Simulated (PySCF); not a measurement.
H8OSi3, SMILES [SiH3]O[SiH2][SiH3].

Coordinates come from a TPSSh-D3(BJ)/def2-SVP optimisation. Other conformers were not sampled.

These are TDDFT-PBE/def2-SVPD (PySCF 2.14.0) values and carry that method's errors.

Vertical excitations. Gas-phase values at a fixed geometry.

Question: Estimate the UV-visible absorptions. (An estimate is asked for; the answer gives what the named calculation found.)

Answer: 
```tsv
state	energy (eV)	λ (nm)	f	main pairs
S1	5.51	225	0.006	HOMO→LUMO 98 %
S2	5.89	211	0.000	HOMO−1→LUMO 100 %
S3	6.51	191	0.001	HOMO→LUMO+2 93 %
S4	6.64	187	0.013	HOMO→LUMO+1 86 %
S5	6.69	185	0.002	HOMO−2→LUMO 86 %
S6	6.82	182	0.100	HOMO→LUMO+3 63 %, HOMO−1→LUMO+1 23 %
S7	6.91	179	0.021	HOMO→LUMO+4 73 %
S8	6.95	178	0.010	HOMO−3→LUMO 80 %
S9	6.96	178	0.028	HOMO−1→LUMO+2 62 %, HOMO−1→LUMO+1 22 %
S10	6.99	177	0.048	HOMO−1→LUMO+1 41 %, HOMO−1→LUMO+2 24 %, HOMO−3→LUMO 9 %, HOMO→LUMO+4 9 %
T1	5.06	245	0	HOMO→LUMO 98 %
T2	5.66	219	0	HOMO−1→LUMO 99 %
T3	5.92	210	0	HOMO→LUMO+1 96 %
T4	6.25	198	0	HOMO→LUMO+3 58 %, HOMO→LUMO+2 39 %
```
Triplets are in the Tamm–Dancoff approximation, which puts them higher than full response would, so one can lie above its singlet here.
